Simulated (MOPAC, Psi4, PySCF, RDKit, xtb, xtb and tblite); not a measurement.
Two geometries of C4H9Cl3Si, SMILES CC(C)C[Si](Cl)(Cl)Cl, relaxed at GFN2-xTB with one dihedral held; other torsions can differ between them too.

Structure A

```
17

C     -1.1926    -0.8946     0.7555
C     -0.4982     0.4003     0.3471
C     -1.5097     1.3945    -0.2174
C      0.6475     0.2024    -0.6672
Si     1.6425    -1.4266    -0.6591
Cl     2.3513    -1.8817     1.1835
Cl     3.2357    -1.1593    -1.8921
Cl     0.5790    -2.9929    -1.3679
H     -0.5110    -1.5605     1.2759
H     -1.5901    -1.4108    -0.1153
H     -2.0207    -0.6711     1.4245
H     -0.0630     0.8331     1.2555
H     -1.0185     2.3190    -0.5120
H     -2.0079     0.9742    -1.0887
H     -2.2662     1.6321     0.5267
H      1.3404     1.0398    -0.5689
H      0.2189     0.2917    -1.6708
```

Structure B

```
17

C     -1.0768    -0.9522     0.6264
C     -0.5661     0.4575     0.3311
C     -1.7135     1.3187    -0.1869
C      0.6647     0.3800    -0.6095
Si     0.6495     1.2208    -2.3245
Cl    -0.7916     0.4965    -3.5471
Cl     2.4450     0.7929    -3.1805
Cl     0.4906     3.2362    -2.2308
H     -0.2924    -1.5659     1.0635
H     -1.4217    -1.4269    -0.2899
H     -1.9086    -0.9161     1.3261
H     -0.2317     0.8970     1.2769
H     -1.3884     2.3390    -0.3669
H     -2.1226     0.9099    -1.1064
H     -2.5103     1.3464     0.5535
H      0.8941    -0.6742    -0.7814
H      1.5315     0.7776    -0.0764
```

Question: Which is lower in energy at the level PBE0-D3(BJ)/def2-SVP // GFN2-xTB run with Psi4, and by how much?

Answer: A is lower, by 2.24 kcal/mol (dihedral C1–C2–C4–Si5: -30° in A, 120° in B).

E(B) − E(A) in kcal/mol at the other levels, on the same two geometries: GFN2-xTB (xtb and tblite) 1.91; MMFF94 // GFN2-xTB (RDKit) 3.10; PBE0/def2-SVP // GFN2-xTB (Psi4) 2.32; PBE/def2-SVP // GFN2-xTB (Psi4) 2.18; PBE-D3(BJ)/def2-SVP // GFN2-xTB (Psi4) 2.12; UFF // GFN2-xTB (RDKit) 4.09; PM3, restricted, heats of formation // GFN2-xTB (MOPAC) 1.52; PM6, restricted, heats of formation // GFN2-xTB (MOPAC) 1.26; GFN1-xTB // GFN2-xTB (xtb) 1.57; restricted B3LYP/6-31G*, spherical d, density fitting // GFN2-xTB (PySCF) 2.54; restricted M06-2X/6-31G*, spherical d, density fitting // GFN2-xTB (PySCF) 2.67; restricted MP2 (frozen core)/3-21G // GFN2-xTB (PySCF) 2.36; restricted Hartree-Fock/LANL2DZ, with its core potentials past Ne // GFN2-xTB (PySCF) 2.72.

MMFF94 has few fitted parameters for silicon.
